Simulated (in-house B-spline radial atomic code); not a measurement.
Whole-atom quantities along the 4-electron series, configuration [He] 2s2. Breit and QED terms are first order and not part of the total energy; the density at the nucleus is averaged over the nuclear charge. Computed with an all-electron radial atomic-structure program (B-spline basis): Dirac-Hartree-Fock, average of the configuration, finite nuclei.

```tsv
ion	Z	E/Z² (Eh)	Σ<r²> (bohr²)	n(0)/Z³ (bohr⁻³)	Lamb diamagnetic shielding (ppm)	repulsion over attraction	Breit energy (eV)	self-energy (eV)	vacuum polarisation (eV)	Dirac less non-relativistic energy (Eh)
Be	4	-0.91099	17.313	0.55664	149.32	0.13345	0.019116	0.010178	-0.00038671	-0.0028684
B+	5	-0.96981	7.9319	0.58714	193.93	0.11205	0.040301	0.024044	-0.00098533	-0.0075895
C2+	6	-1.0118	4.6173	0.61003	238.47	0.095822	0.073349	0.048024	-0.0020999	-0.016656
N3+	7	-1.0432	3.0363	0.62831	283.02	0.083476	0.12092	0.08558	-0.0039625	-0.032177
O4+	8	-1.0674	2.153	0.64363	327.6	0.073857	0.18567	0.14045	-0.0068464	-0.056688
F5+	9	-1.0868	1.6076	0.65697	372.23	0.066183	0.27027	0.21661	-0.011066	-0.093148
Ne6+	10	-1.1026	1.2468	0.66917	416.92	0.059931	0.3774	0.31822	-0.016975	-0.14495
Mg8+	12	-1.1269	0.81299	0.69178	506.52	0.050375	0.66998	0.61535	-0.035482	-0.3103
Al9+	13	-1.1365	0.67654	0.70266	551.44	0.046645	0.86083	0.82	-0.04899	-0.43281
Si10+	14	-1.145	0.57172	0.71328	596.46	0.043425	1.085	1.0683	-0.066009	-0.58857
P11+	15	-1.1524	0.48945	0.72389	641.58	0.040618	1.3452	1.3653	-0.087095	-0.78316
```

(1) With what power of Z does the column «Breit energy (eV)» change over this range?

Results:

(1) A fit of the logarithm of its size against log Z from Z = 4 to 15 has slope 3.21.
